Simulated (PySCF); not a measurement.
Computed IR spectrum (relative IR intensity) of a molecule ClH6NSi2. The structure is a stationary point at B3LYP-D3(BJ)/def2-SVP. The values are those of a single conformer. Method: B3LYP-D3(BJ)/def2-SVP (PySCF). Frequencies are harmonic and unscaled.

Lines under 2 % of the strongest are left out, and lines within 2 cm⁻¹ are merged.

```
ν (cm⁻¹)  relative intensity
--------  ------------------
151                      6.4
182                      3.3
397                       10
412                      2.1
469                       77
519                       13
539                      3.5
804                      100
837                       11
870                       47
911                       30
926                       17
953                       18
1551                      10
2201                      40
2207                     2.0
2215                      47
2220                      53
3549                     7.9
3640                     8.7
```

**Question.** Which molecule gave these data?
A) N[Si@@H]([SiH3])Cl
B) N[SiH2][SiH2]Cl
C) [SiH3]N[SiH2]Cl

**Answer.** B, N[SiH2][SiH2]Cl
